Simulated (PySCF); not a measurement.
Spin-rotation constants: `CSc1cpcc(C)n1`, C$_{6}$H$_{8}$NPS

Molfile (atoms numbered from 1):
```
C6H8NPS
     RDKit          3D

 17 17  0  0  0  0  0  0  0  0999 V2000
   -2.4238    1.4365   -0.3650 C   0  0  0  0  0  0  0  0  0  0  0  0
   -2.6072   -0.3654   -0.3527 S   0  0  0  0  0  0  0  0  0  0  0  0
   -0.9519   -0.8592    0.0109 C   0  0  0  0  0  0  0  0  0  0  0  0
   -0.7019   -2.2203    0.1005 C   0  0  0  0  0  0  0  0  0  0  0  0
    0.8624   -2.8639    0.4491 P   0  0  0  0  0  0  0  0  0  0  0  0
    1.7449   -1.3780    0.5943 C   0  0  0  0  0  0  0  0  0  0  0  0
    1.1882   -0.1183    0.4419 C   0  0  0  0  0  0  0  0  0  0  0  0
    2.0554    1.0968    0.5914 C   0  0  0  0  0  0  0  0  0  0  0  0
   -0.0847    0.1229    0.1667 N   0  0  0  0  0  0  0  0  0  0  0  0
   -1.7080    1.7122   -1.1323 H   0  0  0  0  0  0  0  0  0  0  0  0
   -2.0753    1.7617    0.6096 H   0  0  0  0  0  0  0  0  0  0  0  0
   -3.4041    1.8470   -0.5835 H   0  0  0  0  0  0  0  0  0  0  0  0
   -1.5263   -2.9026   -0.0549 H   0  0  0  0  0  0  0  0  0  0  0  0
    2.8016   -1.4446    0.8190 H   0  0  0  0  0  0  0  0  0  0  0  0
    1.4628    1.9943    0.4395 H   0  0  0  0  0  0  0  0  0  0  0  0
    2.4971    1.1212    1.5863 H   0  0  0  0  0  0  0  0  0  0  0  0
    2.8638    1.0716   -0.1375 H   0  0  0  0  0  0  0  0  0  0  0  0
  1  2  1  0
  2  3  1  0
  3  4  1  0
  4  5  2  0
  5  6  1  0
  6  7  2  0
  7  8  1  0
  7  9  1  0
  9  3  2  0
  1 10  1  0
  1 11  1  0
  1 12  1  0
  4 13  1  0
  6 14  1  0
  8 15  1  0
  8 16  1  0
  8 17  1  0
M  END
```

Computed, not measured: GIAO B3LYP/pcSseg-1 magnetisability, rotational g tensor and spin-rotation constants, non-relativistic, gas phase in PySCF 2.14.0. Geometry: GFN2-xTB.

Give the nuclear spin-rotation constants along the inertial axes (H = +C I·J) beside the isotropic shieldings.

Rotational constants 1.8206, 0.9329, 0.6216 GHz. A star marks the isotopologue with that one atom substituted, in its own axes.
| atom | isotope | Caa (kHz) | Cbb (kHz) | Ccc (kHz) | mean (kHz) | σ (ppm) |
| --- | --- | --- | --- | --- | --- | --- |
| P5 | 31P | 5.251 | 2.666 | 0.693 | 2.870 | 34.5 |
| N9 | 14N | 0.449 | 0.245 | 0.012 | 0.235 | -74.0 |
| H10 | 1H | -0.144 | -0.071 | -0.013 | -0.076 | 29.1 |
| H11 | 1H | -0.144 | -0.071 | -0.013 | -0.076 | 29.1 |
| H12 | 1H | 0.062 | -0.102 | -0.073 | -0.038 | 29.9 |
| H13 | 1H | -0.131 | 0.101 | -0.070 | -0.034 | 23.3 |
| H14 | 1H | 0.197 | -0.073 | -0.070 | 0.018 | 23.8 |
| H15 | 1H | -0.023 | -0.048 | -0.070 | -0.047 | 29.3 |
| H16 | 1H | -0.141 | -0.082 | -0.005 | -0.076 | 29.0 |
| H17 | 1H | -0.140 | -0.083 | -0.005 | -0.076 | 29.0 |
| C1 | 13C* | 0.290 | 0.135 | 0.097 | 0.174 | 160.6 |
| S2 | 33S* | 0.325 | 0.357 | 0.207 | 0.296 | 410.1 |
| C3 | 13C* | 0.947 | 0.426 | 0.113 | 0.495 | 8.2 |
| C4 | 13C* | 0.625 | 0.558 | 0.070 | 0.418 | 31.6 |
| C6 | 13C* | 1.068 | 0.314 | 0.070 | 0.484 | 35.5 |
| C7 | 13C* | 0.813 | 0.486 | 0.096 | 0.465 | 16.0 |
| C8 | 13C* | 0.298 | 0.123 | 0.127 | 0.183 | 151.6 |

For the geometry as given, no vibrational averaging.
